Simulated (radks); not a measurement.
Task: Au70+, 9 electrons, occupied as [He] 2s2 2p5 (the NIST ground configuration). Calculated with a radial shooting solver on a logarithmic mesh with Libxc functionals: scalar-relativistic Kohn-Sham, r2SCAN, spin-polarised, spherical densities, finite nucleus; open shells are filled with parallel spins first (spin-orbit coupling, left out, can overturn this in heavy ions); meta-GGA in the generalised Kohn-Sham scheme; Fermi nuclear charge, rms radius 5.4371 fm. Some entries of the table are withheld. Estimate them.

orbital  occ.  eigenvalue (Ry)  <r^2> (bohr^2)  <r> (bohr)
1s up       1        -6452.017       0.0003923     0.01685
1s down     1        -6450.245       0.0003920     0.01684
2s up       1        -1521.490        0.005743     0.06971
2s down     1        -1519.145        0.005751     0.06976
2p up       3        -1384.341             (1)     0.06261
2p down     2        -1381.404             (2)     0.06267
3s up       0        -631.0626         0.03150      0.1661
3s down     0        -630.2173         0.03157      0.1663
3p up       0        -591.0079             (3)      0.1632
3p down     0        -590.0636             (4)      0.1634

Result: 
(1) 2p up <r^2> (bohr^2): 0.004770
(2) 2p down <r^2> (bohr^2): 0.004780
(3) 3p up <r^2> (bohr^2): 0.03081
(4) 3p down <r^2> (bohr^2): 0.03090
